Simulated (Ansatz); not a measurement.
Ansatz (a first-principles code) input:

Ansatz 0.2 input:
```yaml
crystal:
  periodic: [false, false, false]
  atoms:
    - {symbol: Bi, position_ang: [0.00000000, 0.00000000, 0.00000000]}
    - {symbol: F, position_ang: [0.00000000, 0.00000000, 2.23085348]}
    - {symbol: F, position_ang: [-0.00000000, -0.00000000, -2.23085348]}
basis:
  gaussian:
    orbitals: def2-TZVP
hamiltonian:
  xc: b3lyp
  dispersion: d3bj
total_charge: -1
phonons: {temperatures: {t_min: 298.15, t_max: 298.15, t_step: 100}}
```

Question: Which total energy does the run end on?

Answer: -414.54658 Eh (B3LYP-D3(BJ)/def2-TZVP). The basis has 112 functions.
